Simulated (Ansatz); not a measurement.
Ansatz (an electronic-structure program) input (PBE/def2-TZVPD):

Ansatz 0.2 input:
```yaml
crystal:
  periodic: [false, false, false]
  atoms:
    - {symbol: C, position_ang: [-2.42853961, -0.37007139, -0.07847962]}
    - {symbol: O, position_ang: [-1.14085212, -0.70571311, -0.62323109]}
    - {symbol: Ge, position_ang: [0.30240201, 0.02984386, -0.00812898]}
    - {symbol: F, position_ang: [0.29498296, 1.73823279, -0.17297394]}
    - {symbol: F, position_ang: [0.54393029, -0.28454035, 1.66179565]}
    - {symbol: F, position_ang: [1.64044743, -0.58614406, -0.86878564]}
    - {symbol: H, position_ang: [-3.15667792, -0.96058135, -0.63070133]}
    - {symbol: H, position_ang: [-2.64921986, 0.69028910, -0.21359188]}
    - {symbol: H, position_ang: [-2.48715796, -0.62651340, 0.98082243]}
basis:
  gaussian:
    orbitals: def2-TZVPD
hamiltonian:
  xc: {name: PBE}
total_charge: 1
magnetization: {spin_polarized: true, initial_magnetization: 1}
```

End of the output:

```
integrals: 0.28 GiB planned
1475 factors; their error is unknown
0.42 GiB of the device are held for the grids
1.83 GiB of device memory are held for the factors and their scratch space
mean field: 1.83 GiB planned
mean field evaluation 1: about -67761.2688 eV, gradient 7.9e1 eV
mean field evaluation 2: about -67672.1471 eV, gradient 1.8e2 eV
mean field evaluation 4: about -67772.2204 eV, gradient 3.8e1 eV
mean field evaluation 8: about -67779.0815 eV, gradient 3.5e0 eV
mean field evaluation 16: about -67779.1066 eV, gradient 8.2e-2 eV
mean field evaluation 32: about -67779.1066 eV, gradient 3.0e-5 eV
mean field evaluation 64: about -67779.1066 eV, gradient 5.1e-4 eV
mean field evaluation 96: about -67778.8468 eV, gradient 2.1e0 eV
mean field evaluation 128: about -67778.9605 eV, gradient 9.3e-1 eV
mean field -67779.10660223 eV, -2490.8362253034 hartree, gradient 6.5e-6 eV, S^2 0.752330; 11 other end points of the search recorded, 0 dependent functions left out
reference -67779.10666518 eV, -2490.8362276170 hartree; 38, 37 occupied and 240, 241 virtual orbitals, 1475 factors
Total energy: -67779.10666518 eV, -2490.8362276170 hartree
```

This state (charge 1, doublet) is run at the relaxed geometry of the species with charge 0 and multiplicity 1.
